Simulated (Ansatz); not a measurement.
Ideal-gas functions of BrH3NOSi (`N[Si](O)Br`) radical at 800 K and 1 bar, from an Ansatz frequency run at PBE0-D4/def2-TZVP.

Molar mass 141.02 g/mol, point group C1 (symmetry number 1), electronic degeneracy 2, moments of inertia 71.454, 254.723, 310.68 u Å². Harmonic wavenumbers (cm⁻¹, unscaled): 116, 188, 263, 283, 328, 345, 412, 772, 828, 871, 935, 1562, 3606, 3714, 3914.

Use S(trans) = R[1.5 ln M + 2.5 ln T − 1.1517]; rotational temperatures θ = 24.2544 K / I; S(rot) = R[ln(√π/σ · √(T³/θAθBθC)) + 1.5]; for each mode x = 1.438777 ν̃/T, S = R[x/(eˣ − 1) − ln(1 − e⁻ˣ)] and H = RT x/(eˣ − 1); 1 cm⁻¹ = 0.0119627 kJ/mol; R = 8.31446 J/(mol·K).

By hand: the entropy, in J/(mol·K).

Translation 191.1. Rotation: θ = 0.3394, 0.0952, 0.0781 K, giving 125.5. Vibration, mode by mode: 21.36, 17.37, 14.62, 14.02, 12.82, 12.41, 10.99, 6.22, 5.73, 5.38, 4.91, 2.01, 0.10, 0.08, 0.06, in all 128.1. Electronic 5.8. Sum 450.5 J/(mol·K).

By hand: H − E and G − E in kJ/mol, counted from the electronic energy.

Zero-point energy ½ × 18137 × 0.0119627 = 108.5; thermal vibration 48.7; translation, rotation and pV give 4 RT = 26.6. H − E = 183.8 kJ/mol, and G − E = 183.8 − 800 × 450.5/1000 = -176.6 kJ/mol.

Vibration gives 28 % of the entropy, 21.4 J/(mol·K) of it from the mode under 150 cm⁻¹: soft modes count most, and the harmonic formula is weakest for them. The sum counts one conformer and one mirror image; others add a mixing term.
